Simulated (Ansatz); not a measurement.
System: CCl$_{2}$ (charge 0, triplet). This is an excited triplet: at this geometry the singlet lies 0.44 eV lower at RI-MP2/CBS(aug-cc-pV(T+d)Z,aug-cc-pV(Q+d)Z)+[CCSD(T)-MP2]/aug-cc-pV(T+d)Z. SMILES: [C](Cl)Cl
Geometry: optimised at B3LYP-D3(BJ)/def2-TZVP (Ansatz, an electronic-structure program).

Parts of the frozen-core correlation energy in cc-pV(D+d)Z (Ansatz, hartree). Frozen orbitals: 11; correlated occupied orbitals by spin: 10 and 8; virtual: 39 and 41. UHF or UKS for open shells. No spin-orbit coupling. No relativistic terms.

```json
[
 {"term": "reference (HF)", "value": "-956.77566"},
 {"term": "MP2 opposite-spin", "value": "-0.25834"},
 {"term": "MP2 same-spin", "value": "-0.10249"},
 {"term": "CCSD correlation", "value": "-0.39657"},
 {"term": "(T)", "value": "-0.01161"},
 {"term": "T1 diagnostic", "value": "0.019"},
 {"term": "largest doubles amplitude", "value": "0.034"},
 {"term": "<S^2> of the reference", "value": "2.022"}
]
```
